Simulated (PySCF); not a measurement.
C6H5O, SMILES [O]c1ccccc1, doublet, GFN2-xTB optimised geometry.

```
12

O     -1.42    -2.23     0.00
C     -0.77    -1.19     0.00
C     -1.40     0.12     0.00
C     -0.66     1.27     0.00
C      0.74     1.22     0.00
C      1.40    -0.02     0.00
C      0.69    -1.19     0.00
H     -2.48     0.14     0.00
H     -1.15     2.23     0.00
H      1.31     2.13     0.00
H      2.48    -0.04     0.00
H      1.18    -2.15     0.00
```

Density from unrestricted B3LYP/def2-TZVP in PySCF at that geometry.

Minimum of the electron density along straight lines between bonded atoms, close to the bond critical point (lines longer than 1.1 times the sum of covalent radii, or with two minima, are not listed):

| bond | length / Å | ρ at the minimum / e bohr⁻³ | ∇²ρ there / e bohr⁻⁵ | position (fraction from the first atom) |
|---|---|---|---|---|
| O1–C2 | 1.237 | … | … | 0.66 |
| C2–C3 | 1.453 | 0.293 | -0.84 | 0.50 |
| C3–C4 | 1.366 | 0.336 | -1.03 | 0.50 |
| C4–C5 | 1.398 | 0.317 | -0.95 | 0.50 |
| C5–C6 | 1.398 | 0.317 | -0.95 | 0.50 |
| C2–C7 | 1.453 | 0.293 | -0.84 | 0.50 |
| C6–C7 | 1.366 | 0.336 | -1.03 | 0.50 |
| C3–H8 | 1.080 | 0.291 | -1.05 | 0.65 |
| C4–H9 | 1.081 | 0.289 | -1.04 | 0.65 |
| C5–H10 | 1.080 | 0.291 | -1.05 | 0.65 |
| C6–H11 | 1.081 | 0.289 | -1.04 | 0.65 |
| C7–H12 | 1.080 | 0.291 | -1.05 | 0.65 |

Fill in the missing entries.


- O1–C2, ρ at the minimum / e bohr⁻³: 0.399
- O1–C2, ∇²ρ there / e bohr⁻⁵: -0.34
